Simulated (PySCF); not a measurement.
# Excitation energy of Nb by level of theory

Nb [Kr] 4d4 5s1 (6D) → Nb [Kr] 4d4 5p1 (high-spin determinant), as a difference of total energies. All numbers are calculated (PySCF 2.14, scalar relativity through the core potential, in def2-QZVPPD with the def2 core potential (28 electrons) (7s5p4d3f2g, 81 functions)). Correlated levels: valence: 4s2 4p6 frozen; valence and next inner shell: nothing frozen outside the core potential. The calculations carry no spin-orbit coupling.

| method | excitation energy (cm⁻¹) |
| --- | --- |
| UHF | 21770 |
| LDA | 25581 |
| PBE | 24629 |
| PBE0 | 24046 |
| r2SCAN | 25879 |
| MN15 | 24946 |
| PBEsol | 25098 |
| B2PLYP | 23630 |
| B3LYP | 24165 |
| MP2 (valence) | 23441 |
| SCS-MP2 (valence) | 22327 |
| MP2 (valence and next inner shell) | 25136 |
| SCS-MP2 (valence and next inner shell) | 23782 |

The determinant of the upper state mixes LS terms, which raises its energy above the lowest term, most at the Hartree-Fock and MP2 levels.
